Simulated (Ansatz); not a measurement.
Harmonic frequencies (cm⁻¹) at PBE0-D4/def2-TZVP from Ansatz: 36, 90, 114, 398, 510, 563, 569, 628, 650, 827, 867, 877, 925, 930, 955, 2155, 2158, 2181, 2220, 2223, 2247.

(1) Which molecule is it?
A. `O[Si](O)(O)S`
B. `[SiH3][S][GeH3]`
C. `S[SiH2][GeH3]`
D. `[SiH3][GeH2][SH]`

## Answers

(1) B.
